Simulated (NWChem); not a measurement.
# SiHSF₃; SMILES F[Si](F)(F)S

Results from NWChem. B3LYP is NWChem's, with the RPA form of VWN correlation. Each level has its own optimisation; frequencies are unscaled. One conformer.

```
level                r S–Si (Å)  r H–S (Å)  highest harmonic frequency (cm⁻¹)  lowest (cm⁻¹)  zero-point energy (kcal/mol)  dipole (D)
-------------------  ----------  ---------  ---------------------------------  -------------  ----------------------------  ----------
B3LYP/3-21G               2.178      1.372                               2486            135                          11.7        1.83
Hartree-Fock/STO-3G       2.098      1.329                               3278             80                          13.6        0.99
Hartree-Fock/3-21G        2.158      1.347                               2669            129                          12.6        2.04
PBE0/def2-SVP             2.095      1.352                               2712             89                          12.0        1.75
```
